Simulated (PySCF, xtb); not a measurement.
C3H3BFNO, SMILES O1C=CC=NB1F.

Harmonic wavenumbers (cm⁻¹) from GFN2-xTB (xtb) at its own minimum, in rising order: 153, 313, 341, 423, 476, 560, 667, 760, 779, 886, 917, 927, 1017, 1095, 1102, 1232, 1284, 1354, 1366, 1497, 1637, 2995, 3030, 3127.

Task: What does PBE-D3(BJ)/def2-SVP (PySCF) give at its own minimum? (Estimate from the structure and the level; the computed values follow.)

Result: 132, 346, 388, 461, 494, 561, 724, 768, 780, 923, 939, 976, 1001, 1074, 1160, 1269, 1351, 1399, 1443, 1530, 1651, 2994, 3121, 3159. Paired by order, the mean absolute difference is 34 cm⁻¹ and the zero-point energies are 39.9 and 40.9 kcal/mol.
